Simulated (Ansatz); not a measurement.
CH₅ClInN (`[CH3][In]([NH2])[Cl]`), 9 atoms. Total charge 0; spin multiplicity 1. Correlated methods include outer-core shells of In, which these sets cover unevenly. In takes the def2 core potential. All runs use 4 threads of a server CPU on a shared host. Correlated methods freeze the cores.

Q: Give the basis size and wall time and peak host memory of each of these runs in Ansatz. RHF-CCSD(T)/def2-TZVPP energy; RHF-CCSD(T)/def2-SVP energy; RKS ωB97X-V/def2-TZVPP energy; RKS r2SCAN-D4/def2-TZVPP energy and forces; RKS PBE0-D4/def2-QZVPP energy; RHF-MP2/def2-QZVPP energy; RKS PBE0-D4/def2-TZVP frequencies; RKS HSE06 (plane-wave form)-D4/def2-TZVPP energy; RKS ωB97M-V/def2-SVP energy; RKS ωB97M-V/def2-QZVPP energy; direct RPA on PBE orbitals/def2-TZVPP energy; RKS B3LYP-D4/def2-TZVPP energy and forces. (An estimate is asked.)

A: Computed: Other jobs shared the machine, so times are rough.

```json
{"level": "RKS HSE06 (plane-wave form)-D4/def2-TZVPP", "job": "energy", "functions": "224", "wall time": "3.1 s", "peak host memory (GiB)": "0.57"}
{"level": "RKS B3LYP-D4/def2-TZVPP", "job": "energy and forces", "functions": "224", "wall time": "4.2 s", "peak host memory (GiB)": "0.6"}
{"level": "RHF-CCSD(T)/def2-SVP", "job": "energy", "functions": "97", "wall time": "4.7 s", "peak host memory (GiB)": "0.42"}
{"level": "RKS r2SCAN-D4/def2-TZVPP", "job": "energy and forces", "functions": "224", "wall time": "4.7 s", "peak host memory (GiB)": "0.3"}
{"level": "RKS ωB97M-V/def2-SVP", "job": "energy", "functions": "97", "wall time": "4.8 s", "peak host memory (GiB)": "0.31"}
{"level": "direct RPA on PBE orbitals/def2-TZVPP", "job": "energy", "functions": "224", "wall time": "6 s", "peak host memory (GiB)": "0.52"}
{"level": "RKS PBE0-D4/def2-QZVPP", "job": "energy", "functions": "416", "wall time": "7.5 s", "peak host memory (GiB)": "1.2"}
{"level": "RKS ωB97X-V/def2-TZVPP", "job": "energy", "functions": "224", "wall time": "7.5 s", "peak host memory (GiB)": "0.67"}
{"level": "RHF-MP2/def2-QZVPP", "job": "energy", "functions": "416", "wall time": "15 s", "peak host memory (GiB)": "1.9"}
{"level": "RKS ωB97M-V/def2-QZVPP", "job": "energy", "functions": "416", "wall time": "17 s", "peak host memory (GiB)": "1.5"}
{"level": "RKS PBE0-D4/def2-TZVP", "job": "frequencies", "functions": "179", "wall time": "2 min", "peak host memory (GiB)": "0.46"}
{"level": "RHF-CCSD(T)/def2-TZVPP", "job": "energy", "functions": "224", "wall time": "2.1 min", "peak host memory (GiB)": "3.9"}
```

B3LYP here is the variant with VWN-RPA as its local correlation; programs differ in this.
